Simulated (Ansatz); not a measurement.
BH$_{6}$NSiTe, SMILES `B[Te][SiH2]N`, relaxed with RKS PBE-D4/def2-SVP in Ansatz from a rough embedded geometry. The force threshold is 0.03 eV/Å; the program also tests the step.

The species carries charge 0 and has multiplicity 1. Te takes the def2 core potential.

Start:

```xyz
10

B    -1.161   -0.988    1.429
Te    0.688   -1.801    0.605
Si    0.558   -0.109   -1.173
N     0.732    1.617   -0.508
H    -2.239   -1.422    1.108
H    -1.140   -0.118    2.284
H     1.649   -0.286   -2.170
H    -0.747   -0.136   -1.881
H     1.670    1.565    0.095
H    -0.010    1.679    0.213
```

```json
{"step": "1", "energy (eV)": "-17423.2258", "largest force (eV/Å)": "2.236", "largest move (Å)": "0.000"}
{"step": "2", "energy (eV)": "-17423.4981", "largest force (eV/Å)": "1.610", "largest move (Å)": "0.193"}
{"step": "3", "energy (eV)": "-17423.5868", "largest force (eV/Å)": "0.623", "largest move (Å)": "0.051"}
{"step": "4", "energy (eV)": "-17423.5971", "largest force (eV/Å)": "0.506", "largest move (Å)": "0.200"}
{"step": "5", "energy (eV)": "-17423.6091", "largest force (eV/Å)": "0.405", "largest move (Å)": "0.023"}
{"step": "6 (rejected)", "energy (eV)": "-17423.5991", "largest force (eV/Å)": "0.805", "largest move (Å)": "0.191"}
{"step": "7", "energy (eV)": "-17423.6432", "largest force (eV/Å)": "0.159", "largest move (Å)": "0.093"}
{"step": "8", "energy (eV)": "-17423.6639", "largest force (eV/Å)": "0.202", "largest move (Å)": "0.100"}
{"step": "9", "energy (eV)": "-17423.6997", "largest force (eV/Å)": "0.257", "largest move (Å)": "0.107"}
{"step": "10", "energy (eV)": "-17423.7704", "largest force (eV/Å)": "0.509", "largest move (Å)": "0.159"}
{"step": "11", "energy (eV)": "-17423.8759", "largest force (eV/Å)": "0.767", "largest move (Å)": "0.198"}
{"step": "14", "energy (eV)": "-17424.1877", "largest force (eV/Å)": "0.349", "largest move (Å)": "0.200"}
{"step": "17", "energy (eV)": "-17424.2529", "largest force (eV/Å)": "0.296", "largest move (Å)": "0.181"}
{"step": "20", "energy (eV)": "-17424.2722", "largest force (eV/Å)": "0.017", "largest move (Å)": "0.035"}
{"step": "23 (rejected)", "energy (eV)": "-17424.2643", "largest force (eV/Å)": "0.309", "largest move (Å)": "0.145"}
{"step": "26 (rejected)", "energy (eV)": "-17424.2776", "largest force (eV/Å)": "0.208", "largest move (Å)": "0.141"}
{"step": "29 (rejected)", "energy (eV)": "-17424.2803", "largest force (eV/Å)": "0.159", "largest move (Å)": "0.110"}
{"step": "32", "energy (eV)": "-17424.2852", "largest force (eV/Å)": "0.131", "largest move (Å)": "0.082"}
{"step": "35", "energy (eV)": "-17424.2881", "largest force (eV/Å)": "0.117", "largest move (Å)": "0.066"}
{"step": "38", "energy (eV)": "-17424.2910", "largest force (eV/Å)": "0.090", "largest move (Å)": "0.042"}
{"step": "41", "energy (eV)": "-17424.2936", "largest force (eV/Å)": "0.054", "largest move (Å)": "0.083"}
{"step": "44", "energy (eV)": "-17424.2949", "largest force (eV/Å)": "0.073", "largest move (Å)": "0.075"}
{"step": "46", "energy (eV)": "-17424.2953", "largest force (eV/Å)": "0.029", "largest move (Å)": "0.057"}
```

End:

```xyz
10

B    -0.880   -0.848    1.802
Te   -0.189   -2.099    0.237
Si    0.592   -0.183   -1.307
N     0.391    1.421   -0.671
H    -0.795    0.360    1.712
H    -1.353   -1.401    2.774
H     2.053   -0.404   -1.576
H    -0.211   -0.289   -2.573
H     0.958    1.681    0.142
H    -0.566    1.763   -0.539
```

Hardware: 4 threads of a server CPU on a shared host. Wall time 55 s, peak host memory 0.16 GiB.
